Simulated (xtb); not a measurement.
xtb input (GFN2-xTB):

```bash
xtb mol.xyz --gfn 2 --ohess tight --chrg 0 --uhf 0
```
mol.xyz:
```
9

C     -2.43810904    -0.35469013    -0.06049257
O     -1.16134006    -0.74176342    -0.62365918
Ge     0.32791013     0.04140215     0.01278953
F      0.28489727     1.76357202    -0.15197276
F      0.57540969    -0.28845314     1.65538753
F      1.62451938    -0.54951375    -0.83224158
H     -3.14810268    -0.93283589    -0.61988286
H     -2.67397667     0.67270938    -0.24797292
H     -2.52611852    -0.59767388     0.97376787
```

End of the output:

```
optimized geometry written to: xtbopt.xyz

           -------------------------------------------------
          | TOTAL ENERGY              -23.985103415421 Eh   |
          | TOTAL ENTHALPY            -23.929969791590 Eh   |
          | TOTAL FREE ENERGY         -23.974384139582 Eh   |
          | GRADIENT NORM               0.000142149430 Eh/α |
          | HOMO-LUMO GAP               7.011543938490 eV   |
           -------------------------------------------------

------------------------------------------------------------------------
------------------------------------------------------------------------
 total:
 SCF:
 ANC optimizer:
 analytical hessian:
```
